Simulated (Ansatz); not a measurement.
System: C$_{2}$H$_{7}$Si, net charge -1, singlet state. It need not be the lowest isomer of its formula. Whether it binds its extra electron was not tested at this geometry. SMILES: [CH-]([SiH3])C
Geometry from a B3LYP-D3(BJ)/def2-TZVP (Ansatz, a program for electronic structure) optimisation:
```
C
H 1 1.0918
C 1 1.5108 2 114.88
H 3 1.0999 1 110.96 2 -172.80
H 3 1.1040 4 105.59 1 -122.25
H 3 1.1130 4 105.01 5 -110.69
Si 1 1.7718 2 116.23 3 154.08
H 7 1.5090 1 112.11 2 37.26
H 7 1.5163 8 106.60 1 -124.25
H 7 1.5493 8 99.45 9 -101.08
```
Charge -1, spin multiplicity 1.

Parts of the frozen-core correlation energy in aug-cc-pV(Q+d)Z (Ansatz, hartree). Frozen orbitals: 7; correlated occupied orbitals by spin: 10 and 10; virtual: 554 and 554. No spin-orbit coupling. No relativistic terms.

| term | value |
|---|---|
| reference (HF) | -368.72353 |
| MP2 opposite-spin | -0.43791 |
| MP2 same-spin | … |
| CCSD correlation | … |
| (T) | … |
| T1 diagnostic | 0.012 |
| largest doubles amplitude | 0.010 |

What belongs in the gaps?


- MP2 same-spin, value: -0.10729
- CCSD correlation, value: -0.57959
- (T), value: -0.02501
